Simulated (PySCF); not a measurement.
C₅H₇O, SMILES C1(CC[CH]C1)=O, doublet (PBE0/def2-SVP optimised geometry):

```
13

O     -1.477    -2.112     0.006
C     -0.778    -1.135     0.000
C      0.749    -1.135     0.000
C      1.124     0.291    -0.171
C     -0.067     1.171    -0.390
C     -1.270     0.308     0.000
H      1.111    -1.810    -0.800
H      1.111    -1.594     0.941
H      2.154     0.648    -0.236
H     -0.137     1.482    -1.453
H     -0.007     2.112     0.183
H     -1.606     0.524     1.029
H     -2.154     0.409    -0.646
```

Method: PySCF with unrestricted PBE0/def2-TZVP.

Problem. What are the frontier orbital energies (α orbitals alone; a β orbital can be the lowest empty one) and the dipole moment?

Solution. HOMO-2 -9.68 eV, HOMO-1 -7.11 eV, HOMO -5.84 eV, LUMO -0.56 eV, LUMO+1 1.03 eV; dipole moment 2.92 D.

On the same geometry PySCF with unrestricted PBE/def2-TZVP gives HOMO-2 -8.29 eV, HOMO-1 -5.58 eV, HOMO -4.47 eV, LUMO -1.69 eV, LUMO+1 0.24 eV; dipole moment 2.75 D.

Meta-Löwdin charges at PBE0/def2-TZVP: O1 -0.41, C2 0.39, C3 -0.27, C4 -0.14, C5 -0.21, C6 -0.27, H7 0.14, H8 0.14, H9 0.12, H10 0.12, H11 0.12, H12 0.14, H13 0.13.
